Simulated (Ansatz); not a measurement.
Molecule: CH$_{7}$ClNSi$_{2}$ (charge -1, singlet). It need not be the lowest isomer of its formula. Whether it binds its extra electron was not tested at this geometry. 
Coordinates optimised at B3LYP-D3(BJ)/def2-TZVP (Ansatz, a quantum-chemistry and plane-wave program):
SMILES: [SiH3]N[Si@@H](Cl)[CH2-]
```xyz
12

Si     0.6047     0.2202    -0.5284
C      1.2665    -1.3659    -0.7795
Cl     1.3505     1.7484     0.9423
N     -1.0233     0.1018     0.1017
Si    -1.9615    -1.3123    -0.1182
H      0.6746     1.0915    -1.7346
H      2.0369    -1.5145    -1.5317
H      1.2733    -2.1118     0.0107
H     -1.3604     0.8170     0.7281
H     -3.3010    -1.0222     0.5009
H     -1.4902    -2.5486     0.5611
H     -2.2327    -1.6622    -1.5356
```
Charge -1, spin multiplicity 1.

Basis-set convergence of Hartree-Fock and CCSD correlation energies (hartree) with Ansatz. Cores are frozen in the correlated levels unless marked. No spin-orbit coupling. No relativistic terms. This anion needs diffuse functions, which these sets lack.

```json
[
 {"basis": "cc-pV(D+d)Z", "functions": "132", "E(HF)": "-1133.85586", "E(corr, CCSD)": "-0.72573"},
 {"basis": "cc-pV(T+d)Z", "functions": "275", "E(HF)": "-1133.93844", "E(corr, CCSD)": "-0.90155"},
 {"basis": "cc-pV(Q+d)Z", "functions": "512", "E(HF)": "(withheld)", "E(corr, CCSD)": "(withheld)"}
]
```

Problem. Fill in the missing entries.

Solution. 
- cc-pV(Q+d)Z, E(HF): -1133.95854
- cc-pV(Q+d)Z, E(corr, CCSD): -0.95929
